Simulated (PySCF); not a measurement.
Energy of Rb⁺ (rubidium, charge +1) between two integer charges

The 4p beta orbital of [Kr] is emptied in steps (occupation f), with all orbitals relaxed, ending at [Ar] 3d10 4s2 4p5. Calculation: PySCF 2.14, in aug-cc-pVTZ-X2C (8s7p5d2f, 68 functions); scalar relativity by spin-free X2C-1e. The exact energy is a straight line in f; departures are measured from the line between the end points of the same method.

| f | UHF (eV) | LDA (eV) | PBE (eV) | PBE0 (eV) | r2SCAN (eV) | LC-wPBE (eV) | BHandHLYP (eV) | wB97X (eV) | CAM-B3LYP (eV) | HSE06 (eV) |
| --- | --- | --- | --- | --- | --- | --- | --- | --- | --- | --- |
| 1 | 0.000 | 0.000 | 0.000 | 0.000 | 0.000 | 0.000 | 0.000 | 0.000 | 0.000 | 0.000 |
| 0.75 | 0.114 | -1.176 | -1.141 | -0.833 | -1.075 | -0.282 | -0.536 | -0.354 | -0.571 | -0.914 |
| 0.5 | 0.146 | -1.573 | -1.522 | -1.111 | -1.416 | -0.376 | -0.721 | -0.481 | -0.767 | -1.221 |
| 0.25 | 0.105 | -1.181 | -1.139 | -0.832 | -1.048 | -0.280 | -0.545 | -0.371 | -0.579 | -0.917 |
| 0 | 0.000 | 0.000 | 0.000 | 0.000 | 0.000 | 0.000 | 0.000 | 0.000 | 0.000 | 0.000 |

**Question.** For CAM-B3LYP, how does the orbital energy at f = 1 compare with the removal energy?

**Answer.** −ε = 24.928 eV against a total-energy difference of 27.955 eV. By Janak's theorem ε = ∂E/∂f, so the gap between them reflects the curvature. Along the path −ε is 26.415 (f = 0.75), 27.936 (f = 0.5), 29.483 (f = 0.25) eV.

| method | E(f=0) − E(f=1) (eV) | −ε at f=1 (eV) | −ε at f=0.5 (eV) |
| --- | --- | --- | --- |
| UHF | 26.841 | 27.481 | 26.815 |
| LDA | 28.112 | 21.866 | 28.098 |
| PBE | 27.806 | 21.732 | 27.810 |
| PBE0 | 27.902 | 23.467 | 27.905 |
| r2SCAN | 28.017 | 22.246 | 28.095 |
| LC-wPBE | 27.970 | 26.471 | 27.974 |
| BHandHLYP | 27.840 | 25.006 | 27.816 |
| wB97X | 27.822 | 25.964 | 27.779 |
| CAM-B3LYP | 27.955 | 24.928 | 27.936 |
| HSE06 | 27.877 | 23.020 | 27.869 |

Reference removal energy between the ground levels: 27.290 eV (measured; NIST Atomic Spectra Database, ionization energies). The calculation has no spin-orbit coupling. UHF lacks correlation.
